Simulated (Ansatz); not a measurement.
Ansatz (an electronic-structure program) input (HF/def2-QZVPPD):
A basis named .json is the Basis Set Exchange file of that set.

Ansatz 0.2 input:
```yaml
crystal:
  periodic: [false, false, false]
  atoms:
    - {symbol: Ga, position_ang: [0.84161737, 0.39348325, 0.27558982]}
    - {symbol: I, position_ang: [-0.57027994, 1.57854338, -1.50881812]}
    - {symbol: I, position_ang: [0.07801318, -1.80869395, 1.34762407]}
basis:
  gaussian:
    orbitals: def2-QZVPPD.json
hamiltonian:
  xc: hf
total_charge: 1
```

End of the output:

```
integrals: 0.31 GiB planned
1813 factors; their error is unknown
mean field: 1.73 GiB planned
mean field evaluation 1: about -68472.6595 eV, gradient 2.3e1 eV
mean field evaluation 2: about -68473.8459 eV, gradient 1.9e1 eV
mean field evaluation 4: about -68474.4605 eV, gradient 1.1e0 eV
mean field evaluation 8: about -68474.4705 eV, gradient 6.7e-2 eV
mean field evaluation 16: about -68473.3971 eV, gradient 2.3e1 eV
mean field -68475.20722291 eV, -2516.4174512796 hartree, gradient 9.8e-6 eV, S^2 0.000000; 0 other end points of the search recorded, 0 dependent functions left out
reference -68475.20722291 eV, -2516.4174512796 hartree; 40, 40 occupied and 237, 237 virtual orbitals, 1813 factors
Total energy: -68475.20722291 eV, -2516.4174512796 hartree
```

This state (charge 1, singlet) is run at the relaxed geometry of the species with charge 0 and multiplicity 2.
